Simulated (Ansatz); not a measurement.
selenophene (C$_{4}$H$_{4}$Se), singlet, at a GFN2-xTB geometry; B97M-V/def2-SV(P) (Ansatz, an electronic-structure program).

Ansatz was given this input:
Ansatz 0.2 input:
```yaml
crystal:
  periodic: [false, false, false]
  atoms:
    - {symbol: C, position_ang: [0.52973863, -1.70013647, -0.36404580]}
    - {symbol: C, position_ang: [-0.87775011, -1.54351414, -0.38824634]}
    - {symbol: C, position_ang: [-1.30856073, -0.28529626, -0.12047485]}
    - {symbol: Se, position_ang: [0.09460885, 0.88180436, 0.20451478]}
    - {symbol: C, position_ang: [1.21718690, -0.56635604, -0.07704684]}
    - {symbol: H, position_ang: [1.01092001, -2.64397673, -0.55819727]}
    - {symbol: H, position_ang: [-1.54771727, -2.35925706, -0.60219080]}
    - {symbol: H, position_ang: [-2.32838464, 0.05352367, -0.08677554]}
    - {symbol: H, position_ang: [2.28479299, -0.45982084, -0.00745600]}
basis:
  gaussian:
    orbitals: def2-SV_P_.json
hamiltonian:
  xc: {name: B97M-V}
```
The basis file holds def2-SV(P) in the JSON format of the Basis Set Exchange.

Question: What does Ansatz print? Leave out banner, timings and long lists.

Answer: 
```
Functional definition: B97M-V
1178 factors; their error is unknown
mean field evaluation 1: about -69524.6773 eV, gradient 7.1e1 eV
mean field evaluation 2: about -69484.1776 eV, gradient 1.4e2 eV
mean field evaluation 4: about -69538.0656 eV, gradient 2.0e1 eV
mean field evaluation 8: about -69539.1106 eV, gradient 1.6e-1 eV
mean field evaluation 16: about -69538.9717 eV, gradient 5.9e-4 eV
mean field -69538.97169990 eV, -2555.5100747632 hartree, gradient 1.8e-5 eV, S^2 0.000000; 0 other end points of the search recorded, 0 dependent functions left out
reference -69538.97174369 eV, -2555.5100763725 hartree; 31, 31 occupied and 65, 65 virtual orbitals, 1178 factors
Total energy: -69538.97174369 eV, -2555.5100763725 hartree
```
